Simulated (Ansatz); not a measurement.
Species: C2H9ClSi2, charge 0, multiplicity 1. SMILES: C[SiH](C)[SiH2]Cl
Structure (B3LYP-D3(BJ)/def2-TZVP (Ansatz, a quantum-chemistry and plane-wave program) minimum search):
```
Si
H 1 1.4887
C 1 1.8786 2 109.90
H 3 1.0913 1 111.36 2 56.20
H 3 1.0916 4 108.01 1 -121.43
H 3 1.0922 4 108.05 5 -116.75
C 1 1.8786 2 109.90 3 -122.89
H 7 1.0913 1 111.36 2 -56.20
H 7 1.0916 8 108.01 1 121.43
H 7 1.0922 8 108.05 9 116.75
Si 1 2.3440 2 107.92 3 118.55
H 11 1.4822 1 113.76 2 -62.28
H 11 1.4822 12 108.23 1 -127.49
Cl 11 2.0905 12 106.86 13 -114.76
```
Charge 0, spin multiplicity 1.

Parts of the frozen-core correlation energy in STO-3G (Ansatz, hartree). Frozen orbitals: 17; correlated occupied orbitals by spin: 16 and 16; virtual: 13 and 13. No spin-orbit coupling. No relativistic terms.

```json
[
 {"term": "reference (HF)", "value": "-1105.95091"},
 {"term": "MP2 opposite-spin", "value": "[?]"},
 {"term": "MP2 same-spin", "value": "[?]"},
 {"term": "CCSD correlation", "value": "-0.24936"},
 {"term": "(T)", "value": "[?]"},
 {"term": "T1 diagnostic", "value": "0.004"},
 {"term": "largest doubles amplitude", "value": "0.042"}
]
```

Q: Fill in the missing entries.

A: 
- MP2 opposite-spin, value: -0.16779
- MP2 same-spin, value: -0.01589
- (T), value: -0.00190
